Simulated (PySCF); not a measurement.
Species, as SMILES: [BH] (BH) (closed-shell singlet).
Geometry (B3LYP-D3(BJ)/def2-TZVP, fixed):
```
B
H 1 1.2331
```

Basis-set convergence of the mean static polarisability at PBE0 with PySCF. All functions are spherical. Density fitting with generated auxiliary sets. No added dispersion term, no relativity. Reference: the value in aug-cc-pV5Z, 23.41 bohr³. Deviations are taken from unrounded values.

```json
[
 {"basis": "cc-pVDZ", "functions": "19", "mean static polarisability (bohr³)": "18.78"},
 {"basis": "aug-cc-pVDZ", "functions": "32", "mean static polarisability (bohr³)": "22.99"},
 {"basis": "def2-SVP", "functions": "19", "mean static polarisability (bohr³)": "19.45"},
 {"basis": "def2-SVPD", "functions": "28", "mean static polarisability (bohr³)": "22.26"},
 {"basis": "pcseg-1", "functions": "19", "mean static polarisability (bohr³)": "19.70"},
 {"basis": "aug-pcseg-1", "functions": "32", "mean static polarisability (bohr³)": "23.19"},
 {"basis": "6-311G**", "functions": "24", "mean static polarisability (bohr³)": "19.40"},
 {"basis": "6-311+G**", "functions": "28", "mean static polarisability (bohr³)": "20.99"},
 {"basis": "def2-TZVP", "functions": "37", "mean static polarisability (bohr³)": "20.99"},
 {"basis": "def2-TZVPD", "functions": "46", "mean static polarisability (bohr³)": "23.13"},
 {"basis": "cc-pVTZ", "functions": "44", "mean static polarisability (bohr³)": "20.58"},
 {"basis": "aug-cc-pVTZ", "functions": "69", "mean static polarisability (bohr³)": "23.33"},
 {"basis": "pcseg-2", "functions": "44", "mean static polarisability (bohr³)": "21.00"},
 {"basis": "aug-pcseg-2", "functions": "69", "mean static polarisability (bohr³)": "23.33"},
 {"basis": "def2-TZVPP", "functions": "45", "mean static polarisability (bohr³)": "21.07"},
 {"basis": "def2-TZVPPD", "functions": "54", "mean static polarisability (bohr³)": "23.17"},
 {"basis": "cc-pVQZ", "functions": "85", "mean static polarisability (bohr³)": "21.70"},
 {"basis": "aug-cc-pVQZ", "functions": "126", "mean static polarisability (bohr³)": "23.39"},
 {"basis": "def2-QZVPP", "functions": "87", "mean static polarisability (bohr³)": "21.89"},
 {"basis": "def2-QZVPPD", "functions": "96", "mean static polarisability (bohr³)": "23.35"},
 {"basis": "pcseg-3", "functions": "93", "mean static polarisability (bohr³)": "22.32"},
 {"basis": "aug-pcseg-3", "functions": "134", "mean static polarisability (bohr³)": "23.39"},
 {"basis": "cc-pV5Z", "functions": "146", "mean static polarisability (bohr³)": "22.36"},
 {"basis": "aug-cc-pV5Z", "functions": "207", "mean static polarisability (bohr³)": "23.41"}
]
```

What the diffuse functions change, pair by pair:
- cc-pVDZ to aug-cc-pVDZ: 13 more functions, deviation -19.8 to -1.8 %
- def2-SVP to def2-SVPD: 9 more functions, deviation -16.9 to -4.9 %
- pcseg-1 to aug-pcseg-1: 13 more functions, deviation -15.8 to -0.9 %
- 6-311G** to 6-311+G**: 4 more functions, deviation -17.1 to -10.3 %
- def2-TZVP to def2-TZVPD: 9 more functions, deviation -10.3 to -1.2 %
- cc-pVTZ to aug-cc-pVTZ: 25 more functions, deviation -12.1 to -0.3 %
- pcseg-2 to aug-pcseg-2: 25 more functions, deviation -10.3 to -0.3 %
- def2-TZVPP to def2-TZVPPD: 9 more functions, deviation -10.0 to -1.0 %
- cc-pVQZ to aug-cc-pVQZ: 41 more functions, deviation -7.3 to -0.1 %
- def2-QZVPP to def2-QZVPPD: 9 more functions, deviation -6.5 to -0.3 %
- pcseg-3 to aug-pcseg-3: 41 more functions, deviation -4.7 to -0.1 %
- cc-pV5Z to aug-cc-pV5Z: 61 more functions, deviation -4.5 to 0.0 %

Leaving out the reference's own pair, they bring the value nearer the reference by more than 0.1 % in 11 of 11 pairs.
